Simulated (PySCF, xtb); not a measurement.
C2H7BFNO, SMILES COCB(N)F. One conformer was computed; it need not be the lowest.

Harmonic wavenumbers (cm⁻¹) from GFN2-xTB (xtb 6.7.1) at its own minimum, in rising order: 62, 125, 143, 219, 335, 371, 397, 487, 574, 602, 751, 832, 845, 957, 1099, 1130, 1142, 1205, 1245, 1306, 1385, 1407, 1450, 1469, 1497, 1519, 2866, 2885, 2914, 2946, 3021, 3498, 3543.

Question: What does PBE-D3(BJ)/def2-SVP (PySCF) give at its own minimum? (An estimate is asked for; the answer gives what the named calculation found.)

Answer: 85, 134, 169, 242, 347, 391, 415, 478, 496, 637, 765, 842, 865, 939, 1113, 1138, 1171, 1206, 1247, 1340, 1373, 1381, 1402, 1411, 1437, 1539, 2882, 2904, 2937, 2987, 3053, 3516, 3632. Paired by order, the mean absolute difference is 26 cm⁻¹ and the zero-point energies are 63.2 and 63.6 kcal/mol.
